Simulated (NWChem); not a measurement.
C4H7N; SMILES C(=CN)=CC

```xyz
12

C      0.4840    -2.3076     0.2019
C     -0.4188    -1.2327    -0.3599
C     -0.4028     0.0314    -0.0124
C     -0.3656     1.2895     0.3660
N      0.4958     2.2952    -0.1310
H      1.0703    -2.7829    -0.5963
H      1.1756    -1.8975     0.9431
H     -0.1056    -3.1023     0.6787
H     -1.1373    -1.5690    -1.1141
H     -0.9908     1.6259     1.1934
H      0.9299     2.0339    -1.0109
H      0.0265     3.1902    -0.2344
```
Atoms are numbered in this order, from 1.

Computed with NWChem. Pople sets run with spherical d functions. Structure relaxed at the B3LYP/6-31G* (spherical d) level. Level: PBE0/6-31G* with SMD (1 M gas to 1 M solution), gas-phase geometry.

For solvent 1,4-dioxane:

```
Property                                     Value
-------------------------------------------  -----
cavity-dispersion-structure term (kcal/mol)    0.7
dipole in solution (D)                        1.38
```

Q: Estimate the same quantities for solvent water.

A: 
| Quantity | Result |
|---|---|
| cavity-dispersion-structure term (kcal/mol) | 3.6 |
| dipole in solution (D) | 1.52 |
